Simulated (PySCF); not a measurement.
# Two-component Hartree-Fock for Cu⁺ (copper, charge +1)

Start: [Ar] 3d10. Calculated with PySCF 2.14 in x2c-TZVPall-2c with one added diffuse shell each of s, p, d type (7s8p5d1f, 63 functions): generalised Hartree-Fock with the X2C-1e Hamiltonian and a Gaussian nucleus; one run each with spin-orbit coupling (SO) switched off, then screened by Boettger's factors. This is a chosen level, not necessarily the ground level.

```tsv
spinor shell	electrons	ε, spin-free (eV)	ε, screened SO (eV)	weight of nominal j (screened SO)	rms radius, screened SO (bohr)
1s1/2	2	-9056.2	-9056.1	1.000	0.0601
2s1/2	2	-1142.1	-1142.1	1.000	0.254
2p1/2	2	-982.73	-996.84	1.000	0.226
2p3/2	4	-982.73	-975.88	1.000	0.229
3s1/2	2	-148.97	-148.96	1.000	0.767
3p1/2	2	-100.29	-102.19	1.000	0.812
3p3/2	4	-100.29	-99.368	1.000	0.823
3d3/2	4	-21.881	-22.098	1.000	1.13
3d5/2	6	-21.881	-21.738	1.000	1.15
```

```
   quantity    spin-free  screened SO
E (hartree)  -1652.86839  -1652.90924
        M_J            0            0
       ⟨J²⟩        0.000        0.000
       ⟨L²⟩        0.000        0.002
       ⟨S²⟩        0.000        0.002
```

Without spin-orbit coupling the j labels of p, d and f shells carry no meaning; the spin-free column gives the mean over the occupied spinors of each nl shell.
